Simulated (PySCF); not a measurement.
H₆GeSi, triplet, at the geometry of the source list (a higher spin typed on purpose: for a closed-shell molecule this is an excited state), atoms displaced at random by about 0.03 Å a coordinate; PBE/STO-3G, gradient (PySCF).

PySCF was given this input:
```python
from pyscf import gto, scf, dft

mol = gto.M(
    atom='''
Si   -1.218599    0.153449   -0.001917
Ge    1.076767   -0.076585   -0.026592
H    -1.805760   -0.773330    1.101326
H    -1.566659    1.516515    0.268681
H    -1.793665   -0.274148   -1.368844
H     1.643459   -1.451408   -0.530622
H     1.853332    0.923664   -0.861741
H     1.745058    0.005208    1.298179
''',
    basis='sto-3g',
    charge=0,
    spin=2,
    verbose=3,
)

mf = dft.UKS(mol)
mf.xc = 'pbe'
mf.grids.level = 1
mf.kernel()
g = mf.nuc_grad_method()
g.grid_response = False
grad = g.kernel()
```

Output, abridged:

```
SCF not converged.
SCF energy = -2341.89113407143 after 50 cycles  <S^2> = 2.0010081  2S+1 = 3.000672
--------------- UKS gradients ---------------
         x                y                z
0 Si     0.1395805033     0.0152207879    -0.0139395936
1 Ge    -0.1716229196     0.0363655761     0.0305582196
2 H     0.0092542135    -0.0137848931     0.0112613747
3 H     0.0243976437    -0.0175344651    -0.0011439415
4 H    -0.0021287035    -0.0108214610    -0.0188294356
5 H    -0.0110612709    -0.0178370747    -0.0112904643
6 H    -0.0031556461     0.0057805258    -0.0052971839
7 H     0.0148253023     0.0026023312     0.0086862177
----------------------------------------------
```

Convergence was not reached.
